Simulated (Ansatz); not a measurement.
Start from `CC(C)(C)F` and change one atom or group to get `C[C](C)(C)[In]([F])[Cl]`.

Ansatz, PBE0-D4/def2-TZVP geometries, multiplicity 1. 

Elements past krypton have def2 core potentials.

| property | `CC(C)(C)F` |
| --- | --- |
| LUMO energy (ωB97M-V/def2-TZVPP) / eV | 2.47 |
| size of the dipole moment (ωB97M-V/def2-TZVPP) / D | 1.89 |
| HOMO–LUMO gap (ωB97M-V/def2-TZVPP) / eV | 13.97 |
| HOMO–LUMO gap (PBE/def2-TZVPP) / eV | 7.77 |
| HOMO–LUMO gap (PBE0/def2-TZVPP) / eV | 10.18 |
| LUMO energy (PBE0/def2-TZVPP) / eV | 1.07 |

What does the change do to each property? (Best estimate.)

The calculation gave: 
| property | `C[C](C)(C)[In]([F])[Cl]` | shift |
| --- | --- | --- |
| LUMO energy (ωB97M-V/def2-TZVPP) / eV | 0.13 | -2.34 |
| size of the dipole moment (ωB97M-V/def2-TZVPP) / D | 4.75 | 2.86 |
| HOMO–LUMO gap (ωB97M-V/def2-TZVPP) / eV | 9.96 | -4.01 |
| HOMO–LUMO gap (PBE/def2-TZVPP) / eV | 4.12 | -3.65 |
| HOMO–LUMO gap (PBE0/def2-TZVPP) / eV | 6.09 | -4.09 |
| LUMO energy (PBE0/def2-TZVPP) / eV | -1.67 | -2.74 |

With PBE0 the HOMO rises by 1.36 eV and the LUMO falls by 2.74 eV, so the gap narrows by about 4.10 eV. PBE moves the HOMO by 0.84 eV and ωB97M-V by 1.67 eV. Dipoles are sizes alone; their direction can turn.
